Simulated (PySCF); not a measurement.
SMILES C(OC)CC=C, singlet (GFN2-xTB optimised geometry):

```
16

C      1.652    -0.751     0.000
C      0.332    -0.751     0.000
C     -0.514     0.481     0.000
C     -1.426     0.527     1.226
O     -2.224     1.686     1.149
C     -3.082     1.836     2.248
H      2.217     0.166    -0.005
H      2.224    -1.663    -0.002
H     -0.213    -1.686     0.006
H     -1.148     0.497    -0.890
H      0.109     1.375    -0.010
H     -2.065    -0.370     1.260
H     -0.819     0.544     2.146
H     -2.519     1.915     3.186
H     -3.643     2.754     2.083
H     -3.779     0.992     2.329
```

Computed with PBE/def2-TZVP (PySCF).

**Question.** What are the frontier orbital energies and the dipole moment?

**Answer.** HOMO-2 -7.57 eV, HOMO-1 -6.39 eV, HOMO -5.83 eV, LUMO -0.74 eV, LUMO+1 0.55 eV; dipole moment 0.97 D.

Meta-Löwdin charges at PBE/def2-TZVP: C1 -0.28, C2 -0.10, C3 -0.21, C4 0.00, O5 -0.37, C6 -0.14, H7 0.12, H8 0.12, H9 0.11, H10 0.13, H11 0.12, H12 0.08, H13 0.09, H14 0.10, H15 0.13, H16 0.10.
